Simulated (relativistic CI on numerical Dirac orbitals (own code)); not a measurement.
Slater and spin-orbit integrals, Tm⁵⁺

These numbers are calculated, not measured: Dirac-Coulomb-Breit CI, orbitals from a KLI potential per configuration, model QED (radiative potential, 1s self-energy scaled to tabulated hydrogen-like ionisation energies), valence Slater integrals scaled by 0.85, P86 correlation energy added to each configuration (own radial code, finite nucleus).

Slater integrals F^k, G^k are unscaled and averaged over j, outside the closed core [Kr] 4d10; ζ comes from projecting the Hamiltonian with its Breit term on Σ l·s of the shell.

- 4f¹¹5s²5p⁵: F^2(4f,4f) = 138780, F^4(4f,4f) = 87305, F^6(4f,4f) = 62876, ζ(4f) = 2756.4, F^2(4f,5p) = 60432, G^2(4f,5p) = 28803, G^4(4f,5p) = 22888, ζ(5p) = 37498 cm⁻¹; <r>(4f) = 0.6999, <r^2>(4f) = 0.6146, <r>(5p) = 1.332, <r^2>(5p) = 1.997 (bohr units).
- 4f¹⁰5s²5p⁶: F^2(4f,4f) = 143540, F^4(4f,4f) = 90545, F^6(4f,4f) = 65280, ζ(4f) = 2911.6 cm⁻¹; <r>(4f) = 0.6804, <r^2>(4f) = 0.5761 (bohr units).
- 4f¹³5s²5p³: ζ(4f) = 2458.2, F^2(5p,5p) = 78720, F^2(4f,5p) = 60124, G^2(4f,5p) = 30868, G^4(4f,5p) = 24027, ζ(5p) = 34957 cm⁻¹; <r>(4f) = 0.7422, <r^2>(4f) = 0.7034, <r>(5p) = 1.36, <r^2>(5p) = 2.08 (bohr units).

Averages of the first 10 configurations, taken without configuration mixing, which lowers the lowest level and can move excited configurations by several eV; other configurations of the list can lie among them:

| Configuration | Parity | States | Average energy above the lowest level (eV) |
| --- | --- | --- | --- |
| 4f¹¹5s²5p⁵ | even | 2184 | 22.2 |
| 4f¹⁰5s²5p⁶ | even | 1001 | 7.5 |
| 4f¹³5s²5p³ | even | 280 | 62.8 |
| 4f¹²5s²5p⁴ | even | 1365 | 40.8 |
| 4f¹¹5s5p⁶ | odd | 728 | 55.6 |
| 4f⁹5s²5p⁶6s | odd | 4004 | 46.8 |
| 4f¹³5p⁵ | even | 84 | 125.6 |
| 4f¹²5s5p⁵ | odd | 1092 | 72.2 |
| 4f¹³5s5p⁴ | odd | 420 | 92.3 |
| 4f¹²5p⁶ | even | 91 | 107.4 |
